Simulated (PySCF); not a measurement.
C3H9O2Si (SMILES CO[Si](C)(C)[O]), doublet, geometry from GFN2-xTB; CCSD(T)/STO-3G (PySCF).

Here is a job for PySCF.
```python
from pyscf import gto, scf, cc

mol = gto.M(
    atom='''
C     2.36802274   -0.21500238   -0.16436623
O     1.04859943   -0.27066974   -0.60335471
Si   -0.29327736    0.10673374    0.25741138
C    -1.22702195    1.24350352   -1.03720649
C    -1.40459677   -1.46119601   -0.12578853
O    -0.24259776    0.59049239    1.70200510
H     2.42594266    0.14747049    0.86237351
H     2.80578494   -1.21518965   -0.22091133
H     2.93340672    0.45349906   -0.81888214
H    -2.25829570    1.32252498   -0.72879304
H    -1.14605724    0.83583175   -2.03400514
H    -0.74423736    2.20825769   -0.97617609
H    -1.03542597   -2.24284323    0.52255038
H    -2.42482755   -1.21710212    0.12804338
H    -1.31684492   -1.74913359   -1.16299457
''',
    basis='sto-3g',
    spin=1,
    verbose=4,
)

mf = scf.UHF(mol)
mf.kernel()

mycc = cc.CCSD(mf)
mycc.kernel()
et = mycc.ccsd_t()
print('E(CCSD(T)) = %.10f' % (mycc.e_tot + et))
```

The log (banner, timings and long lists left out):

```
PySCF version 2.14.0

[INPUT] verbose = 4
[INPUT] num. atoms = 15
[INPUT] num. electrons = 57
[INPUT] charge = 0
[INPUT] spin (= nelec alpha-beta = 2S) = 1
[INPUT] symmetry False subgroup None
[INPUT] Mole.unit = angstrom
[INPUT] Symbol           X                Y                Z      unit          X                Y                Z       unit  Magmom
[...]
nuclear repulsion = 323.624547147922
number of shells = 29
number of NR pGTOs = 129
number of NR cGTOs = 43
basis = sto-3g
ecp = {}

******** <class 'pyscf.scf.uhf.UHF'> ********
method = UHF
initial guess = minao
damping factor = 0
level_shift factor = 0
DIIS = <class 'pyscf.scf.diis.CDIIS'>
diis_start_cycle = 1
diis_space = 8
diis_damp = 0
SCF conv_tol = 1e-09
SCF conv_tol_grad = None
SCF max_cycles = 50
direct_scf = True
direct_scf_tol = 1e-13
number electrons alpha = 29  beta = 28
Set gradient conv threshold to 3.16228e-05
init E= -551.27748291543

cycle= 1 E= -550.328238692608  delta_E= 0.949  |g|= 0.52  |ddm|= 3.19
cycle= 2 E= -550.457565981265  delta_E= -0.129  |g|= 0.618  |ddm|= 1.64
cycle= 3 E= -550.674939761614  delta_E= -0.217  |g|= 0.141  |ddm|= 0.732
cycle= 4 E= -550.714099768262  delta_E= -0.0392  |g|= 0.101  |ddm|= 0.316
cycle= 5 E= -550.735787703147  delta_E= -0.0217  |g|= 0.0338  |ddm|= 0.299
cycle= 6 E= -550.738967440657  delta_E= -0.00318  |g|= 0.015  |ddm|= 0.123
cycle= 7 E= -550.739547609675  delta_E= -0.00058  |g|= 0.00951  |ddm|= 0.0605
cycle= 8 E= -550.739773175439  delta_E= -0.000226  |g|= 0.00315  |ddm|= 0.0552
cycle= 9 E= -550.739788229726  delta_E= -1.51e-05  |g|= 0.00123  |ddm|= 0.012
cycle= 10 E= -550.739791306611  delta_E= -3.08e-06  |g|= 0.000428  |ddm|= 0.00675
cycle= 11 E= -550.739791615822  delta_E= -3.09e-07  |g|= 0.000221  |ddm|= 0.00221
cycle= 12 E= -550.739791684388  delta_E= -6.86e-08  |g|= 4.26e-05  |ddm|= 0.000721
cycle= 13 E= -550.739791687375  delta_E= -2.99e-09  |g|= 1.58e-05  |ddm|= 0.000127
cycle= 14 E= -550.739791688176  delta_E= -8.01e-10  |g|= 1.25e-05  |ddm|= 5.01e-05
Extra cycle  E= -550.739791688602  delta_E= -4.26e-10  |g|= 1.21e-05  |ddm|= 2.56e-05
converged SCF energy = -550.739791688602  <S^2> = 0.75805396  2S+1 = 2.0080378

******** <class 'pyscf.cc.uccsd.UCCSD'> ********
CC2 = 0
CCSD nocc = (np.int64(29), np.int64(28)), nmo = (43, 43)
max_cycle = 50
direct = 0
conv_tol = 1e-07
conv_tol_normt = 1e-06
diis_space = 6
diis_start_cycle = 0
diis_start_energy_diff = 1e+09
Init t2, MP2 energy = -0.242928546050905
[...]
cycle = 2  E_corr(UCCSD) = -0.306277125996907  dE = -0.0168459125  norm(t1,t2) = 0.0367346
cycle = 3  E_corr(UCCSD) = -0.315346043015775  dE = -0.00906891702  norm(t1,t2) = 0.019543
cycle = 4  E_corr(UCCSD) = -0.316919574542947  dE = -0.00157353153  norm(t1,t2) = 0.00910763
cycle = 5  E_corr(UCCSD) = -0.316839367332139  dE = 8.02072108e-05  norm(t1,t2) = 0.00600089
cycle = 6  E_corr(UCCSD) = -0.316889010379132  dE = -4.9643047e-05  norm(t1,t2) = 0.00261622
cycle = 7  E_corr(UCCSD) = -0.316960410204392  dE = -7.13998253e-05  norm(t1,t2) = 0.00136796
cycle = 8  E_corr(UCCSD) = -0.316973000332149  dE = -1.25901278e-05  norm(t1,t2) = 0.000802827
cycle = 9  E_corr(UCCSD) = -0.316997504346416  dE = -2.45040143e-05  norm(t1,t2) = 0.000530059
cycle = 10  E_corr(UCCSD) = -0.316992965006073  dE = 4.53934034e-06  norm(t1,t2) = 0.000230064
cycle = 11  E_corr(UCCSD) = -0.316985708699496  dE = 7.25630658e-06  norm(t1,t2) = 0.000114376
cycle = 12  E_corr(UCCSD) = -0.316980293029023  dE = 5.41567047e-06  norm(t1,t2) = 5.84627e-05
cycle = 13  E_corr(UCCSD) = -0.316979098183894  dE = 1.19484513e-06  norm(t1,t2) = 3.46572e-05
cycle = 14  E_corr(UCCSD) = -0.316979081641337  dE = 1.65425568e-08  norm(t1,t2) = 2.27946e-05
cycle = 15  E_corr(UCCSD) = -0.31697891693712  dE = 1.64704217e-07  norm(t1,t2) = 1.78127e-05
cycle = 16  E_corr(UCCSD) = -0.316978595796714  dE = 3.21140406e-07  norm(t1,t2) = 1.53354e-05
cycle = 17  E_corr(UCCSD) = -0.316978316591737  dE = 2.79204977e-07  norm(t1,t2) = 1.4052e-05
cycle = 18  E_corr(UCCSD) = -0.316978153221358  dE = 1.63370379e-07  norm(t1,t2) = 1.34266e-05
cycle = 19  E_corr(UCCSD) = -0.316978011432741  dE = 1.41788617e-07  norm(t1,t2) = 1.2775e-05
cycle = 20  E_corr(UCCSD) = -0.316978216755744  dE = -2.05323003e-07  norm(t1,t2) = 1.07422e-05
cycle = 21  E_corr(UCCSD) = -0.316978108465906  dE = 1.08289838e-07  norm(t1,t2) = 6.03517e-06
cycle = 22  E_corr(UCCSD) = -0.316978249085118  dE = -1.40619212e-07  norm(t1,t2) = 3.60956e-06
cycle = 23  E_corr(UCCSD) = -0.31697829800137  dE = -4.89162517e-08  norm(t1,t2) = 2.34996e-06
cycle = 24  E_corr(UCCSD) = -0.316978367358895  dE = -6.93575251e-08  norm(t1,t2) = 1.37231e-06
cycle = 25  E_corr(UCCSD) = -0.316978395859204  dE = -2.85003091e-08  norm(t1,t2) = 6.89035e-07
UCCSD converged
E(UCCSD) = -551.056770084461  E_corr = -0.3169783958592041
UCCSD(T) correction = -0.00503840735385476
E(CCSD(T)) = -551.0618084918
```
